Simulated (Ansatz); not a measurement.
Cost and result up the ladder for GeMe(OMe)3 (C4H12GeO3) (20 atoms). Total charge 0; singlet. Geometry: PBE-D4/def2-SVP.

```tsv
atom	x (Å)	y (Å)	z (Å)
Ge1	-0.589	0.312	-0.246
C2	-1.951	1.677	-0.422
H3	-1.536	2.555	-0.954
H4	-2.309	1.978	0.580
H5	-2.793	1.262	-1.008
O6	-0.878	-0.519	1.323
C7	-0.130	-1.675	1.656
H8	-0.269	-1.883	2.739
H9	0.963	-1.552	1.471
H10	-0.472	-2.574	1.092
O11	1.125	0.868	-0.252
C12	1.595	1.686	0.804
H13	1.150	2.710	0.784
H14	2.695	1.800	0.695
H15	1.394	1.251	1.810
O16	-0.666	-0.799	-1.641
C17	0.443	-1.602	-2.017
H18	0.320	-1.884	-3.085
H19	0.496	-2.544	-1.423
H20	1.413	-1.069	-1.905
```

Ansatz on 2 threads of AMD EPYC 7R13 on a shared host and a share (18 GiB) of an NVIDIA H100 80GB HBM3. Times are rough, and most runs start from the orbitals of an earlier one. r2SCAN0-D4/def2-TZVP serves as the yardstick here, not as an exact answer. Differences are given only for rows in sets of like size (and for xTB, whose basis is part of the method), since another set adds its own error. Binding counts from free atoms at the same level (Ge triplet, C triplet, H doublet, O triplet; other spins of the atoms weren't run), without zero-point energy or a counterpoise term.

The 6-31G sets use Cartesian d functions. LC-ωPBE has ω = 0.4 bohr⁻¹. B3LYP takes the VWN-RPA correlation. Correlated methods freeze 16 core orbitals; core or outer-core shells of Ge are correlated, in sets that lack core-valence functions.

Correlated methods converge slowly with the basis.

| level | functions | binding energy per atom (eV) | difference from r2SCAN0-D4/def2-TZVP (eV) |
| --- | --- | --- | --- |
| B97M-V/def2-TZVP | 337 | 3.94 | 0.06 |
| r2SCAN0-D4/def2-TZVP | 337 | 3.89 | 0.00 |
| PBE0-D4/def2-SVP | 190 | 3.97 | – |
| r2SCAN-D4/def2-TZVP | 337 | 3.95 | 0.07 |
| MP2/def2-TZVP | 337 | 3.88 | 0.00 |
| PBE-D4/def2-TZVP (with forces) | 337 | 4.02 | 0.14 |
| PBE0-D4/def2-TZVP | 337 | 3.94 | 0.06 |
| B3LYP-D4/6-31G | 116 | 3.84 | – |
| LC-ωPBE/def2-TZVP | 337 | 3.93 | 0.04 |
| PBE-D4/def2-SVP | 190 | 4.05 | – |
| HF/STO-3G | 65 | 3.43 | – |
| HF/6-31G | 116 | 2.65 | – |

Estimate how long each takes.

HF/6-31G 12 s; B3LYP-D4/6-31G 12 s; HF/STO-3G 13 s; PBE-D4/def2-SVP 13 s; MP2/def2-TZVP 13 s; PBE0-D4/def2-SVP 14 s; LC-ωPBE/def2-TZVP 14 s; PBE-D4/def2-TZVP (with forces) 17 s; PBE0-D4/def2-TZVP 18 s; r2SCAN0-D4/def2-TZVP 18 s; B97M-V/def2-TZVP 18 s; r2SCAN-D4/def2-TZVP 18 s. On shared hardware such times vary by a factor of up to 3.
